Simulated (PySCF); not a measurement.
N-methylmethanimine (C₂H₅N), SMILES CN=C. Atoms are numbered in the order given.

```xyz
8

C      0.1335     1.1380     0.0000
N     -0.5318    -0.1378     0.0000
C      0.1804    -1.1734     0.0000
H     -0.1866     1.7067    -0.8771
H     -0.1866     1.7067     0.8771
H      1.2309     1.0642     0.0000
H      1.2800    -1.1488     0.0000
H     -0.2986    -2.1520     0.0000
```
Charge 0, spin multiplicity 1.

Geometry: PBE0-D3(BJ)/def2-TZVP.

Two levels are set side by side: PBE/pcJ-1 (PySCF) and B3LYP/pcJ-1 (PySCF). One-bond couplings, all four terms, same geometry. Isotopes: 13C, 14N, 1H. Differences are taken from unrounded values.

| quantity | B3LYP | PBE | PBE minus B3LYP |
|---|---|---|---|
| ¹J(C1,N2) (Hz) | -2.8 | -5.1 | -2.2 |
| ¹J(N2,C3) (Hz) | 5.0 | 1.7 | -3.3 |
| ¹J(C1,H4) (Hz) | 142.0 | 129.9 | -12.1 |
| ¹J(C1,H5) (Hz) | 142.0 | 129.9 | -12.1 |
| ¹J(C1,H6) (Hz) | 132.5 | 119.7 | -12.8 |
| ¹J(C3,H7) (Hz) | 159.8 | 143.7 | -16.1 |
| ¹J(C3,H8) (Hz) | 187.7 | 172.8 | -14.9 |

Rough cost on one machine, each run with all the roots and properties that it gave: B3LYP against PBE about 2 times.
